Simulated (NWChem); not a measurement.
System: Si2H6TeO; SMILES [SiH3]O[Te][SiH3]

The following NWChem deck was run.

```
start job
memory heap 200 mb stack 900 mb global 1100 mb
geometry units angstroms noautoz
  Te    -0.633154     0.504144    -0.019412
  Si     1.666047     1.504624    -0.049518
  H      1.484717     2.862450    -0.646939
  H      2.586503     0.686323    -0.890420
  H      2.207868     1.614570     1.334802
  O      0.016206    -1.217144     0.804685
  Si     0.325552    -2.570637    -0.128639
  H     -0.902603    -3.036937    -0.844823
  H      0.790571    -3.628888     0.813194
  H      1.387356    -2.300054    -1.148689
end
basis spherical
  * library def2-svp
end
ecp
  Te library def2-ecp
end
dft
  xc xpbe96 cpbe96
  iterations 150
  mulliken
end
task dft energy
```

Parts of the log:

```
             Northwest Computational Chemistry Package (NWChem) 7.3.0
             --------------------------------------------------------

 C1  symmetry detected

                             Geometry "geometry" -> ""
                             -------------------------

 Output coordinates in angstroms (scale by  1.889725989 to convert to a.u.)

  No.       Tag          Charge          X              Y              Z
 ---- ---------------- ---------- -------------- -------------- --------------
    1 Te                  52.0000    -0.69302238     0.48598606    -0.03080794
    2 Si                  14.0000     1.53830411     1.63007793    -0.01012650
    3 H                    1.0000     1.27724777     2.98815777    -0.57665329
    4 H                    1.0000     2.51717836     0.89265522    -0.85982345
    5 H                    1.0000     2.05815382     1.73961395     1.38262550
    6 O                    8.0000     0.05587037    -1.21079471     0.75895869
    7 Si                  14.0000     0.45975518    -2.51846681    -0.20312376
    8 H                    1.0000    -0.72911919    -3.04345731    -0.94452960
    9 H                    1.0000     0.98146720    -3.56830030     0.71820868
   10 H                    1.0000     1.51244290    -2.15614232    -1.20398061

 Effective nuclear repulsion energy (a.u.)     555.7959262499

 Summary of "ao basis" -> "ao basis" (spherical)
 ------------------------------------------------------------------------------
       Tag                 Description            Shells   Functions and Types
 ---------------- ------------------------------  ------  ---------------------
 Te                         def2-svp                10       26   4s4p2d
 Si                         def2-svp                 8       18   4s3p1d
 H                          def2-svp                 3        5   2s1p
 O                          def2-svp                 6       14   3s2p1d

            General Information
            -------------------
          SCF calculation type: DFT
          Wavefunction type:  closed shell.
          No. of atoms     :    10
          No. of electrons :    66
           Alpha electrons :    33
            Beta electrons :    33
          Charge           :     0
          Spin multiplicity:     1
          Use of symmetry is: off; symmetry adaption is: off
          Maximum number of iterations: 150
          AO basis - number of functions:   106
                     number of shells:    50
          Convergence on energy requested:  1.00D-06
          Convergence on density requested:  1.00D-05
          Convergence on gradient requested:  5.00D-04

              XC Information
              --------------
          PerdewBurkeErnzerhof Exchange Functional  1.000
            Perdew 1991 LDA Correlation Functional  1.000 local
           PerdewBurkeErnz. Correlation Functional  1.000 non-local

             Grid Information
             ----------------
          Grid used for XC integration:  medium
          Radial quadrature: Mura-Knowles
          Angular quadrature: Lebedev.
          Tag              B.-S. Rad. Rad. Pts. Rad. Cut. Ang. Pts.
          ---              ---------- --------- --------- ---------
          Te                  1.40      123          11.0       590
          Si                  1.10       88          13.0       590
          H                   0.35       45          15.0       434
          O                   0.60       49          12.0       434
          Grid pruning is: on
          Number of quadrature shells:   618
          Spatial weights used:  Erf1

      Superposition of Atomic Density Guess
      -------------------------------------

 Sum of atomic energies:        -966.38763500

      Non-variational initial energy
      ------------------------------

 Total energy =    -923.025568
 1-e energy   =   -2021.965190
 2-e energy   =     773.966844
 HOMO         =      -0.233059
 LUMO         =      -0.087292

     ---------------------------------------------
      Total Density - Mulliken Population Analysis
     ---------------------------------------------

    Atom       Charge   Shell Charges
 -----------   ------   -------------------------------------------------------
    1 Te  24    23.67   1.77  0.27  1.20  0.65  2.89  3.14  1.86  1.81  9.85  0.23
    2 Si  14    13.62   2.00  1.99  1.01  0.29  5.94  1.09  1.20  0.11
    3 H    1     1.05   0.68  0.36  0.01
    4 H    1     1.06   0.69  0.36  0.01
    5 H    1     1.06   0.69  0.36  0.01
    6 O    8     8.97   1.99  1.10  0.73  3.04  2.11  0.01
    7 Si  14    13.27   2.00  1.99  0.96  0.26  5.94  1.02  0.91  0.20
    8 H    1     1.09   0.70  0.38  0.01
    9 H    1     1.10   0.70  0.38  0.01
   10 H    1     1.09   0.70  0.38  0.01

   convergence    iter        energy       DeltaE   RMS-Dens  Diis-err
 ---------------- ----- ----------------- --------- --------- ---------
 d= 0,ls=0.0,diis     1   -925.1191460596 -1.25D+03  2.13D-02  6.43D-01
 d= 0,ls=0.0,diis     2   -924.6167197768  5.02D-01  1.59D-02  4.93D+00
 d= 0,ls=0.0,diis     3   -925.1906340487 -5.74D-01  3.69D-03  9.76D-02
 d= 0,ls=0.0,diis     4   -925.2001990742 -9.57D-03  1.72D-03  1.94D-02
 d= 0,ls=0.0,diis     5   -925.2032989717 -3.10D-03  6.16D-04  1.70D-03
  Resetting Diis
 d= 0,ls=0.0,diis     6   -925.2036347264 -3.36D-04  1.61D-04  1.28D-04
 d= 0,ls=0.0,diis     7   -925.2036578317 -2.31D-05  7.46D-05  6.26D-06
 d= 0,ls=0.0,diis     8   -925.2036543029  3.53D-06  4.54D-05  3.46D-05
 d= 0,ls=0.0,diis     9   -925.2036588219 -4.52D-06  1.21D-05  1.89D-06
 d= 0,ls=0.0,diis    10   -925.2036590771 -2.55D-07  2.46D-06  4.74D-08

         Total DFT energy =     -925.203659077096
      One electron energy =    -2024.396897509492
           Coulomb energy =      847.219009940517
    Exchange-Corr. energy =      -72.998549814401
 Nuclear repulsion energy =      324.972778306281

 Numeric. integr. density =       66.000011758645

[...]
```

Level: PBE/def2-SVP with def2 effective core potentials on Te. Structure relaxed at the PBE0/def2-SVP level. Not confirmed as a minimum by frequencies. def2 effective core potentials on Te; no spin-orbit coupling.
